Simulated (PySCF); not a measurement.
## Nuclear quadrupole coupling in `CO[SiH2]C(C)C`

Species: C₄H₁₂OSi.
Numbering: `[CH3:1][O:2][SiH2:3][CH:4]([CH3:5])[CH3:6]` (hydrogens: H7, H8, H9 on C1; H10, H11 on Si3; H12 on C4; H13, H14, H15 on C5; H16, H17, H18 on C6)

Structure used (PBE0-D3(BJ)/def2-SVP), in Å, numbered top down from 1:
```
atom  x, y, z in Å
C1     2.605   -0.166   -0.914
O2     1.223   -0.092   -0.725
Si3    0.456   -0.176    0.755
C4    -1.383   -0.029    0.400
C5    -1.866   -1.193   -0.466
C6    -1.712    1.326   -0.227
H7     3.141    0.654   -0.399
H8     3.025   -1.124   -0.553
H9     2.824   -0.087   -1.990
H10    0.782   -1.478    1.427
H11    0.934    0.936    1.643
H12   -1.879   -0.093    1.388
H13   -1.344   -1.202   -1.436
H14   -2.947   -1.113   -0.669
H15   -1.688   -2.168    0.015
H16   -1.423    2.164    0.426
H17   -2.792    1.417   -0.429
H18   -1.182    1.453   -1.185
```

Field gradients from the PBE0/pcSseg-1 density (PySCF, non-relativistic), principal values in atomic units, ordered |Vxx| ≤ |Vyy| ≤ |Vzz|:

```
atom      Vxx      Vyy     Vzz
  O2  -0.4744  -1.2801  1.7545
```

Problem. Find the asymmetry η = (Vxx − Vyy)/Vzz and the couplings χ = eQV/h (234.96 MHz × Q in barn × V in au), with Q(17O) = −0.0256 b.

Solution. 
| atom | environment | nucleus | η | χzz (MHz) | χxx (MHz) | χyy (MHz) |
| --- | --- | --- | --- | --- | --- | --- |
| O2 | silyl ether oxygen | 17O | 0.46 | -10.55 | 2.85 | 7.70 |

The tensor is traceless: Vxx + Vyy + Vzz = 0.

Problem. What is Vzz at O2 in SI units (1 au = 9.71736 × 10²¹ V/m²)?

Solution. 1.7545 au = 17.049 × 10²¹ V/m².

Problem. What couplings would deuterons (Q(2H) = 0.00286 b) have in place of the hydrogens, at this geometry?

Solution. 
| atom | bonded to | bond length (Å) | Vzz (au) | η | χzz (kHz) |
| --- | --- | --- | --- | --- | --- |
| H7 | C1 | 1.106 | 0.2738 | 0.08 | 184 |
| H8 | C1 | 1.106 | 0.2738 | 0.08 | 184 |
| H9 | C1 | 1.101 | 0.2841 | 0.07 | 191 |
| H10 | Si3 | 1.501 | 0.1340 | 0.03 | 90 |
| H11 | Si3 | 1.501 | 0.1340 | 0.03 | 90 |
| H12 | C4 | 1.107 | 0.2816 | 0.02 | 189 |
| H13 | C5 | 1.102 | 0.2875 | 0.02 | 193 |
| H14 | C5 | 1.103 | 0.2895 | 0.03 | 195 |
| H15 | C5 | 1.101 | 0.2911 | 0.03 | 196 |
| H16 | C6 | 1.101 | 0.2911 | 0.03 | 196 |
| H17 | C6 | 1.103 | 0.2895 | 0.03 | 195 |
| H18 | C6 | 1.102 | 0.2875 | 0.02 | 193 |

The structure is a single PBE0-D3(BJ)/def2-SVP conformer in the gas phase; no vibrational or solvent corrections. A larger basis could move these couplings by a tenth or more.
